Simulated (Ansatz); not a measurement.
CH$_{3}$BrSSn (`C[S][Sn][Br]`). Charge 0, multiplicity 1. Correlated methods include outer-core shells of Br, Sn, which these sets cover unevenly. Scalar relativity is left out up to krypton. Sn takes the def2 core potential.

```xyz
7

C     0.164   -0.694   -0.698
S    -0.216    1.039   -1.059
Sn   -0.523    2.300    0.971
Br   -0.145    0.480    2.703
H     0.167   -0.883    0.375
H     1.144   -0.925   -1.114
H    -0.590   -1.317   -1.179
```

Give the diagnostics of a CCSD(T)/def2-TZVPP run (frozen core, Ansatz 0.2.0). (An estimate is asked.)

The calculation gave: T1 = 0.0137, largest single amplitude 0.039, largest double 0.042, (T) share of the correlation energy 3.8 %, 10 CCSD cycles. The RHF solution is stable towards an unrestricted one. T1 lies under the customary mark of 0.02 for closed shells.
